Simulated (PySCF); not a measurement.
C₁₀H₁₂O, SMILES c1ccc(CCC(=O)C)cc1 (GFN2-xTB optimised geometry):

```
23

C     -3.010    -3.517    -1.593
C     -1.510    -3.628    -1.512
O     -0.934    -4.683    -1.439
C     -0.776    -2.304    -1.499
C     -0.561    -1.861    -0.039
C      0.201    -0.567     0.000
C     -0.469     0.649    -0.007
C      0.234     1.842    -0.006
C      1.618     1.831    -0.003
C      2.295     0.623     0.000
C      1.590    -0.567     0.000
H     -3.474    -4.481    -1.404
H     -3.283    -3.182    -2.593
H     -3.375    -2.781    -0.881
H      0.199    -2.428    -1.972
H     -1.343    -1.540    -2.032
H     -1.530    -1.738     0.451
H     -0.007    -2.641     0.485
H     -1.550     0.664    -0.007
H     -0.301     2.781    -0.007
H      2.167     2.761    -0.001
H      3.375     0.609     0.004
H      2.122    -1.508     0.004
```

Computed with B3LYP/def2-SVP (PySCF).

### Question
What are the frontier orbital energies and the dipole moment?

### Answer
HOMO-2 -7.11 eV, HOMO-1 -7.05 eV, HOMO -6.59 eV, LUMO -0.58 eV, LUMO+1 -0.30 eV; dipole moment 2.60 D.

On the same geometry PBE/def2-SVP in PySCF gives HOMO-2 -6.34 eV, HOMO-1 -6.18 eV, HOMO -5.33 eV, LUMO -1.46 eV, LUMO+1 -1.06 eV; dipole moment 2.44 D.

Meta-Löwdin charges at B3LYP/def2-SVP: C1 -0.33, C2 0.38, O3 -0.40, C4 -0.20, C5 -0.16, C6 0.02, C7 -0.12, C8 -0.10, C9 -0.11, C10 -0.10, C11 -0.11, H12 0.11, H13 0.12, H14 0.11, H15 0.11, H16 0.09, H17 0.09, H18 0.10, H19 0.09, H20 0.10, H21 0.10, H22 0.10, H23 0.10.
